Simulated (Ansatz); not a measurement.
Species, as SMILES: Br (HBr).
Geometry (B3LYP-D3(BJ)/def2-TZVP, fixed):
```xyz
2

Br     0.0000     0.0000    -0.0396
H      0.0000     0.0000     1.3852
```
Charge 0, spin multiplicity 1.

How fast the dipole moment converges with the basis for several methods (Ansatz, a program for electronic structure): deviation from each method's own reference, in D. References: CCSD(T) 0.845 D, the value in aug-pcseg-3; HF 0.953 D, the value in aug-cc-pV5Z; MP2 0.873 D, the value in aug-cc-pV5Z; PBE 0.819 D, the value in aug-cc-pV5Z; PBE0 0.872 D, the value in aug-cc-pV5Z. Cartesian d functions, on some or all atoms, in 3-21G, 6-31G*, 6-31G**; all else is spherical. In correlated methods cores are frozen (with 3d on Ga to Br). No added dispersion term, no relativity. The reference of a correlated method is not its basis-set limit, which lies further on.

```
basis        functions  CCSD(T)     HF     MP2    PBE   PBE0
-----------  ---------  -------  -----  ------  -----  -----
3-21G               25    0.330  0.366   0.347  0.461  0.457
def2-SVP            37    0.197  0.177   0.231  0.200  0.209
6-31G*              37    0.301  0.201   0.340  0.303  0.280
6-31G**             40    0.230  0.197   0.266  0.293  0.273
aug-pcseg-1         45    0.078  0.069   0.084  0.048  0.057
6-311G**            50    0.199  0.201   0.233  0.266  0.257
def2-TZVPPD         74   -0.021  0.006  -0.017  0.004  0.005
cc-pV5Z            159    0.029  0.013   0.020  0.025  0.020
```

Mean absolute deviation over 6-311G**, def2-TZVPPD: HF 0.104, CCSD(T) 0.110, MP2 0.125, PBE0 0.131, PBE 0.135 D.
